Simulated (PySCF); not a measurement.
# Bi²⁺: excitation energy

Bi²⁺ [Xe] 4f14 5d10 6s2 6p1 (2P) → Bi²⁺ [Xe] 4f14 5d10 6s1 6p1 7s1 (4P), as a difference of total energies. Computed with PySCF 2.14 in aug-cc-pwCVDZ-PP with ECP60MDF, with a scalar-relativistic core potential. Correlated levels: valence: 5s2 5p6 5d10 frozen. The calculations carry no spin-orbit coupling.

| method | excitation energy (cm⁻¹) |
| --- | --- |
| UHF | 152860 |
| MP2 (valence) | 157000 |
| SCS-MP2 (valence) | 158790 |
| CCSD (valence) | 158190 |
| CCSD(T) (valence) | 158230 |
| CCSDT (valence) | 158240 |

The promoted electron is Rydberg-like, and one or two diffuse shells describe it only roughly, which tends to raise the upper state.
